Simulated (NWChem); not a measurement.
System: tin monoxide (SnO, singlet); SMILES [Sn]=[O]

Output (shortened):

```
             Northwest Computational Chemistry Package (NWChem) 7.3.0
             --------------------------------------------------------

 ORDER OF PRIMARY AXIS IS BEING SET TO 4
 C4V symmetry detected

                             Geometry "geometry" -> ""
                             -------------------------

 Output coordinates in angstroms (scale by  1.889725989 to convert to a.u.)

  No.       Tag          Charge          X              Y              Z
 ---- ---------------- ---------- -------------- -------------- --------------
    1 Sn                  50.0000     0.00000000     0.00000000     0.25072497
    2 O                    8.0000     0.00000000     0.00000000    -1.56703103

 Effective nuclear repulsion energy (a.u.)     116.4462664955

      Symmetry information
      --------------------

 Group name             C4v
 Group number             18
 Group order               8
 No. of unique centers     2

                                 NWChem DFT Module
                                 -----------------

 Summary of "ao basis" -> "ao basis" (spherical)
 ------------------------------------------------------------------------------
       Tag                 Description            Shells   Functions and Types
 ---------------- ------------------------------  ------  ---------------------
 Sn                        def2-svpd                12       32   5s4p3d
 O                         def2-svpd                 9       23   4s3p2d

      Symmetry analysis of basis
      --------------------------

        a1         21
        a2          0
        b1          5
        b2          5
        e          24

            General Information
            -------------------
          SCF calculation type: DFT
          Wavefunction type:  closed shell.
          No. of atoms     :     2
          No. of electrons :    30
           Alpha electrons :    15
            Beta electrons :    15
          Charge           :     0
          Spin multiplicity:     1
          Use of symmetry is: on ; symmetry adaption is: on
          Maximum number of iterations: 150
          AO basis - number of functions:    55
                     number of shells:    21
          Convergence on energy requested:  1.00D-06
          Convergence on density requested:  1.00D-05
          Convergence on gradient requested:  5.00D-04

              XC Information
              --------------
                         PBE0 Method XC Functional
                     Hartree-Fock (Exact) Exchange  0.250
          PerdewBurkeErnzerhof Exchange Functional  0.750
            Perdew 1991 LDA Correlation Functional  1.000 local
           PerdewBurkeErnz. Correlation Functional  1.000 non-local

             Grid Information
             ----------------
          Grid used for XC integration:  medium
          Radial quadrature: Mura-Knowles
          Angular quadrature: Lebedev.
          Tag              B.-S. Rad. Rad. Pts. Rad. Cut. Ang. Pts.
          ---              ---------- --------- --------- ---------
          Sn                  1.45      123          10.0       590
          O                   0.60       49          10.0       434
          Grid pruning is: on
          Number of quadrature shells:   172
          Spatial weights used: Becke

      Superposition of Atomic Density Guess
      -------------------------------------

 Sum of atomic energies:        -323.78699221

      Non-variational initial energy
      ------------------------------

 Total energy =    -287.874223
 1-e energy   =    -581.056519
 2-e energy   =     241.945939
 HOMO         =      -0.339829
 LUMO         =      -0.044260

      Symmetry analysis of molecular orbitals - initial
      -------------------------------------------------

 !! scf_movecs_sym_adapt:   10 vectors were symmetry contaminated

  Symmetry fudging

 !! scf_movecs_sym_adapt:    4 vectors were symmetry contaminated

  Numbering of irreducible representations:

     1 a1          2 a2          3 b1          4 b2          5 e

  Orbital symmetries:

     1 a1          2 a1          3 a1          4 e           5 e
     6 a1          7 e           8 e           9 b2         10 b1
    11 a1         12 a1         13 e          14 e          15 a1
    16 e          17 e          18 a1         19 a1         20 a1
    21 b1         22 b2         23 e          24 e          25 e

   convergence    iter        energy       DeltaE   RMS-Dens  Diis-err
 ---------------- ----- ----------------- --------- --------- ---------
 d= 0,ls=0.0,diis     1   -289.1382033562 -3.40D+02  7.50D-02  1.51D+00
 d= 0,ls=0.0,diis     2   -284.2873857004  4.85D+00  6.51D-02  2.24D+01
 d= 0,ls=0.0,diis     3   -289.3718000454 -5.08D+00  5.13D-03  1.63D-02
 d= 0,ls=0.0,diis     4   -289.3745668784 -2.77D-03  8.22D-04  6.67D-03
 d= 0,ls=0.0,diis     5   -289.3751662738 -5.99D-04  2.63D-04  3.27D-03
  Resetting Diis
 d= 0,ls=0.0,diis     6   -289.3753803606 -2.14D-04  3.99D-04  1.55D-03
 d= 0,ls=0.0,diis     7   -289.3755679987 -1.88D-04  9.01D-05  6.92D-06
 d= 0,ls=0.0,diis     8   -289.3755685042 -5.06D-07  3.71D-05  2.80D-06
 d= 0,ls=0.0,diis     9   -289.3755687094 -2.05D-07  6.24D-06  2.82D-07

         Total DFT energy =     -289.375568709384
      One electron energy =     -582.299727867268
           Coulomb energy =      268.201968827592
    Exchange-Corr. energy =      -26.514166927748
 Nuclear repulsion energy =       51.236357258041

 Numeric. integr. density =       29.999997110551

                  Occupations of the irreducible representations
                  ----------------------------------------------

                     irrep           alpha         beta
                     --------     --------     --------
                     a1                7.0          7.0
                     a2                0.0          0.0
                     b1                1.0          1.0
                     b2                1.0          1.0
                     e                 6.0          6.0

                       DFT Final Molecular Orbital Analysis
                       ------------------------------------

 Vector   13  Occ=2.000000D+00  E=-2.946282D-01  Symmetry=e
              MO Center= -4.4D-16, -1.4D-15, -1.3D+00, r^2= 1.3D+00
   Bfn.  Coefficient  Atom+Function         Bfn.  Coefficient  Atom+Function
  ----- ------------  ---------------      ----- ------------  ---------------
    38      0.548963  2 O  py                41      0.389427  2 O  py
    13      0.241024  1 Sn py                44      0.126002  2 O  py
    19      0.092061  1 Sn d -1              37     -0.091065  2 O  px
    10     -0.081091  1 Sn py                16      0.080078  1 Sn py
     7     -0.076359  1 Sn py                40     -0.064600  2 O  px

 Vector   14  Occ=2.000000D+00  E=-2.946282D-01  Symmetry=e
              MO Center=  2.6D-15, -6.5D-16, -1.3D+00, r^2= 1.3D+00
   Bfn.  Coefficient  Atom+Function         Bfn.  Coefficient  Atom+Function
  ----- ------------  ---------------      ----- ------------  ---------------
    37      0.548963  2 O  px                40      0.389427  2 O  px
    12      0.241024  1 Sn px                43      0.126002  2 O  px
    21     -0.092061  1 Sn d  1              38      0.091065  2 O  py
     9     -0.081091  1 Sn px                15      0.080078  1 Sn px
     6     -0.076359  1 Sn px                41      0.064600  2 O  py

 Vector   15  Occ=2.000000D+00  E=-2.868368D-01  Symmetry=a1
              MO Center= -2.3D-15,  2.9D-16, -5.1D-01, r^2= 2.9D+00
   Bfn.  Coefficient  Atom+Function         Bfn.  Coefficient  Atom+Function
  ----- ------------  ---------------      ----- ------------  ---------------
    39      0.491973  2 O  pz                14     -0.379400  1 Sn pz
    42      0.315638  2 O  pz                 3     -0.263186  1 Sn s
     4     -0.258170  1 Sn s                 17     -0.171774  1 Sn pz
    11      0.133726  1 Sn pz                 8      0.124906  1 Sn pz
    20     -0.110768  1 Sn d  0               2      0.107271  1 Sn s

 Vector   16  Occ=0.000000D+00  E=-8.599743D-02  Symmetry=e
              MO Center=  9.4D-16,  5.1D-16,  2.6D-01, r^2= 3.6D+00
   Bfn.  Coefficient  Atom+Function         Bfn.  Coefficient  Atom+Function
  ----- ------------  ---------------      ----- ------------  ---------------
    15      0.549111  1 Sn px                12      0.412486  1 Sn px
    16     -0.359572  1 Sn py                13     -0.270107  1 Sn py
    37     -0.234023  2 O  px                40     -0.198328  2 O  px
    38      0.153245  2 O  py                 9     -0.130120  1 Sn px
    41      0.129870  2 O  py                 6     -0.121312  1 Sn px

 Vector   17  Occ=0.000000D+00  E=-8.599743D-02  Symmetry=e
              MO Center= -2.7D-14, -4.9D-14,  2.6D-01, r^2= 3.6D+00
   Bfn.  Coefficient  Atom+Function         Bfn.  Coefficient  Atom+Function
  ----- ------------  ---------------      ----- ------------  ---------------
    16      0.549111  1 Sn py                13      0.412486  1 Sn py
    15      0.359572  1 Sn px                12      0.270107  1 Sn px
    38     -0.234023  2 O  py                41     -0.198328  2 O  py
    37     -0.153245  2 O  px                10     -0.130120  1 Sn py
    40     -0.129870  2 O  px                 7     -0.121312  1 Sn py

 Vector   18  Occ=0.000000D+00  E= 1.128945D-02  Symmetry=a1
              MO Center= -1.2D-15, -2.5D-16,  2.9D-01, r^2= 6.2D+00
   Bfn.  Coefficient  Atom+Function         Bfn.  Coefficient  Atom+Function
  ----- ------------  ---------------      ----- ------------  ---------------
    17      1.111140  1 Sn pz                 4     -0.816245  1 Sn s
    36      0.756520  2 O  s                 45      0.568278  2 O  pz
     5     -0.356794  1 Sn s                 30      0.353157  1 Sn d  0
    35      0.275996  2 O  s                 14      0.270917  1 Sn pz
    42      0.217517  2 O  pz                39      0.188101  2 O  pz

     Multipole analysis of the density
     ---------------------------------

     L   x y z        total         alpha         beta         nuclear
     -   - - -        -----         -----         ----         -------
     0   0 0 0     -0.000000    -15.000000    -15.000000     30.000000

     1   1 0 0      0.000000      0.000000      0.000000      0.000000
     1   0 1 0     -0.000000     -0.000000     -0.000000      0.000000
     1   0 0 1      1.756821      7.511631      7.511631    -13.266442

     2   2 0 0    -20.152173    -10.076086    -10.076086      0.000000
     2   1 1 0     -0.000000     -0.000000     -0.000000      0.000000
     2   1 0 1      0.000000      0.000000      0.000000      0.000000
     2   0 2 0    -20.152173    -10.076086    -10.076086      0.000000
     2   0 1 1      0.000000      0.000000      0.000000      0.000000
     2   0 0 2    -27.627135    -51.359160    -51.359160     75.091184

            General Information
            -------------------
          SCF calculation type: DFT
          Wavefunction type:  closed shell.
          No. of atoms     :     2
          No. of electrons :    30
           Alpha electrons :    15
            Beta electrons :    15
          Charge           :     0
          Spin multiplicity:     1
          Use of symmetry is: on ; symmetry adaption is: on
          Maximum number of iterations: 150
          AO basis - number of functions:    55
                     number of shells:    21
          Convergence on energy requested:  1.00D-06
          Convergence on density requested:  1.00D-05
          Convergence on gradient requested:  5.00D-04

              XC Information
              --------------
                         PBE0 Method XC Functional
                     Hartree-Fock (Exact) Exchange  0.250
          PerdewBurkeErnzerhof Exchange Functional  0.750
            Perdew 1991 LDA Correlation Functional  1.000 local
           PerdewBurkeErnz. Correlation Functional  1.000 non-local

             Grid Information
             ----------------
          Grid used for XC integration:  medium
          Radial quadrature: Mura-Knowles
          Angular quadrature: Lebedev.
          Tag              B.-S. Rad. Rad. Pts. Rad. Cut. Ang. Pts.
          ---              ---------- --------- --------- ---------
          Sn                  1.45      123          10.0       590
          O                   0.60       49          10.0       434
          Grid pruning is: on
          Number of quadrature shells:   172
          Spatial weights used: Becke

          Convergence Information
          -----------------------
          Convergence aids based upon iterative change in
          total energy or number of iterations.
          Levelshifting, if invoked, occurs when the
          HOMO/LUMO gap drops below (HL_TOL):  1.00D-02
          DIIS, if invoked, will attempt to extrapolate
          using up to (NFOCK): 10 stored Fock matrices.

                    Damping( 0%)  Levelshifting(0.5)       DIIS
                  --------------- ------------------- ---------------
          dE  on:    start            ASAP                start
          dE off:    2 iters        150 iters           150 iters

                            NWChem DFT Gradient Module
                            --------------------------

  charge          =   0.00
  wavefunction    = closed shell

  Using symmetry

                         DFT ENERGY GRADIENTS

    atom               coordinates                        gradient
                 x          y          z           x          y          z
   1 Sn      0.000000   0.000000   0.473801    0.000000   0.000000  -0.022459
   2 O       0.000000   0.000000  -2.961259    0.000000   0.000000   0.022459
```

Level: PBE0/def2-SVPD with def2 effective core potentials on Sn. Low-valent species are run as closed-shell singlets; no triplet was tried in these runs. The geometry was optimised at PBE0-D3(BJ)/def2-TZVP. def2 effective core potentials on Sn; no spin-orbit coupling.

Task: Which NWChem input produces such a log?

Result: One answer among several that fit: the input that was run:
```
start job
memory heap 200 mb stack 900 mb global 1100 mb
geometry units angstroms noautoz
  Sn     0.000000     0.000000     0.255810
  O      0.000000     0.000000    -1.561946
end
basis spherical
  * library def2-svpd
end
ecp
  Sn library def2-ecp
end
dft
  xc pbe0
  iterations 150
  grid medium becke
end
task dft gradient
```
